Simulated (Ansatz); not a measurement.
`N[SiH](Cl)CCl` + HCl → `N[SiH](Cl)Cl` + `CCl` at 500 K and 1 bar (ligand exchange at the Si–C bond).

Calculated with Ansatz (gas phase, PBE0-D4/def2-TZVP geometries, no zero-point term in ΔE). CCSD(T)/CBS is the MP2 limit (def2-TZVPP, def2-QZVPP) plus CCSD(T) − MP2 in def2-TZVPP, frozen cores. This one scheme is used for every species. Each species was taken in one conformer, which may not be the lowest.

```tsv
species	CCSD(T)/CBS energy (Eh)	H − E (kJ/mol)	S (J/(mol·K))
`N[SiH](Cl)CCl`	-1304.49623	220.8	427.3
HCl	-460.38127	32.5	201.9
`N[SiH](Cl)Cl`	-1265.28357	139.5	380.6
`CCl`	-499.63220	119.3	258.4
```

H − E and S are ideal-gas, rigid-rotor, harmonic terms from PBE0-D4/def2-TZVP, for one conformer and one mirror image of each species. 1 Eh = 2625.50 kJ/mol, R = 8.31446 J/(mol·K).

**Question.** By hand: ΔE, ΔH, ΔS and ΔG.

**Answer.** ΔE = (-1265.28357) + (-499.63220) − (-1304.49623) − (-460.38127) = -0.03827 Eh = -100.5 kJ/mol. Δ(H − E) = 139.5 + 119.3 − 220.8 − 32.5 = 5.5, so ΔH = -95.0 kJ/mol. ΔS = 380.6 + 258.4 − 427.3 − 201.9 = 9.8 J/(mol·K). ΔG = -95.0 − 500 × (9.8)/1000 = -99.9 kJ/mol.

**Question.** By hand: the equilibrium constant, and the temperature at which ΔG would vanish if ΔH and ΔS stayed fixed.

**Answer.** log₁₀ K = −ΔG/(RT ln 10) = 10.4. ΔH and −TΔS have one sign here, so there is no such temperature.

The number of gas molecules stays the same, so ΔS is small and ΔH decides. A doubt of 5 kJ/mol in ΔE shifts log₁₀ K by 0.5 here. Other conformers and mirror images would add mixing entropy, several J/(mol·K) or more a flexible species. These are equilibria of isolated gas molecules and say nothing of rates. Largest T1 diagnostic: 0.009 (customary marks: 0.02 for closed shells, 0.045 for open ones).

ΔS is within the doubt of such terms, so its sign, and with it that verdict, could turn.
